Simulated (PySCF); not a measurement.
The third ionisation energy along the 5p block

All values are computed (PySCF 2.14, energy differences of UHF-based or UKS calculations, no spin-orbit coupling). Values in eV. The last column holds reference values (NIST; (s) semi-empirical, (t) theoretical, else measured). Unmarked ones compare directly (S terms, centres of terms, or small fine structure); those marked * lie between the lowest fine-structure levels and include a spin-orbit shift.

```
                         element                         configurations     LDA  MP2 (valence)  SCS-MP2 (valence)  MP2 (valence and next inner shell)  CCSD (valence and next inner shell)  CCSD(T) (valence and next inner shell)           reference
In (x2c-TZVPPall, spin-free X2C)              [Kr] 4d10 5s1 → [Kr] 4d10  28.965            n/a                n/a                              27.920                               27.808                                  27.845              28.044
Sn (x2c-TZVPPall, spin-free X2C)          [Kr] 4d10 5s2 → [Kr] 4d10 5s1  31.177         29.208             29.341                              30.384                               30.235                                  30.316              30.506
Sb (x2c-TZVPPall, spin-free X2C)      [Kr] 4d10 5s2 5p1 → [Kr] 4d10 5s2  24.917         24.301             24.290                              24.520                               24.534                                  24.549            25.323 *
Te (x2c-TZVPPall, spin-free X2C)  [Kr] 4d10 5s2 5p2 → [Kr] 4d10 5s2 5p1  27.694         27.223             27.163                              27.449                               27.392                                  27.411      27.84 ± 0.04 *
Xe (x2c-TZVPPall, spin-free X2C)  [Kr] 4d10 5s2 5p4 → [Kr] 4d10 5s2 5p3  30.791         29.869             29.922                              30.035                               30.095                                  30.121  31.05 ± 0.04 (s) *
```

**Question.** Fill in the row of I (x2c-TZVPPall, spin-free X2C) ([Kr] 4d10 5s2 5p3 → [Kr] 4d10 5s2 5p2).

**Answer.** LDA 30.468; MP2 (valence) 30.218; SCS-MP2 (valence) 30.098; MP2 (valence and next inner shell) 30.451; CCSD (valence and next inner shell) 30.324; CCSD(T) (valence and next inner shell) 30.347; reference 29.57 ± 0.025 * (eV).

"Valence" correlates the outer s and p shells and, in groups 3 to 12 and the f block, the outer d or f shell, open or full, or the next shell where the ion has no valence electron left; the wider scheme adds the next inner shell.
